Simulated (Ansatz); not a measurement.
`[CH3][GeH]([F])[SeH]` + H₂S → `[CH3][GeH]([F])[SH]` + H₂Se  (ligand exchange at a Ge–Se bond)

Calculated with Ansatz (gas phase, PBE0-D4/def2-TZVP geometries, no zero-point term in ΔE). CCSD(T)/CBS adds triple-zeta CCSD(T) − MP2 to the extrapolated MP2 energy (def2 sets, frozen cores). This one scheme is used for every species. Functionals use def2-TZVPP. B3LYP here is the variant with VWN-RPA as its local correlation; programs differ in this. HSE06 is defined as in plane-wave codes. For Ge, Se outer-core shells are correlated without core-valence functions, which leaves a few kJ/mol of doubt a bond. Scalar relativity is left out up to krypton. One conformer a species, not always the lowest.

```csv
level,ΔE (kcal/mol),difference from CCSD(T)/CBS
LDA (SPW92),2.0,-0.7
PBE-D4,2.4,-0.3
BLYP-D4,2.5,-0.2
r2SCAN-D4,2.2,-0.5
B97M-V,1.2,-1.5
PBE0-D4,2.5,-0.2
B3LYP-D4,2.6,-0.1
r2SCANh-D4,2.3,-0.4
r2SCAN0-D4,2.4,-0.3
HSE06-D4,2.5,-0.2
BHLYP-D4,2.8,0.1
CAM-B3LYP-D4,2.2,-0.5
ωB97X-V,2.1,-0.6
ωB97M-V,2.3,-0.4
PBE-QIDH,2.5,-0.2
PBE,2.3,-0.4
revPBE,2.3,-0.4
BLYP,2.3,-0.4
r2SCAN,2.2,-0.5
PBE0,2.4,-0.3
B3LYP,2.4,-0.3
HSE06,2.4,-0.3
BHLYP,2.4,-0.3
CAM-B3LYP,2.1,-0.6
LC-ωPBE,2.0,-0.7
RPA@PBE/def2-TZVPP,2.4,-0.3
HF/def2-SVP,1.9,-0.8
MP2/def2-SVP,2.2,-0.5
CCSD/def2-SVP,1.8,-0.9
CCSD(T)/def2-SVP,1.8,-0.9
HF/def2-TZVPP,2.4,-0.3
MP2/def2-TZVPP,2.7,0.0
SCS-MP2/def2-TZVPP,2.5,-0.2
CCSD/def2-TZVPP,2.5,-0.2
CCSD(T)/def2-TZVPP,2.4,-0.3
HF/def2-QZVPP,2.4,-0.3
MP2/def2-QZVPP,2.8,0.1
SCS-MP2/def2-QZVPP,2.6,-0.1
HF/CBS(def2),2.4,-0.3
MP2/CBS(def2),2.9,0.2
CCSD(T)/CBS,2.7,0
```

Largest T1 diagnostic among the species: 0.011.

At CCSD(T), def2-SVP lies −0.9 kcal/mol from the extrapolated value and def2-TZVPP −0.3 kcal/mol. Leaving LDA and LC-ωPBE aside and taking each functional with its dispersion term where it has one, the values spread over 1.6 kcal/mol, from B97M-V to BHLYP-D4.
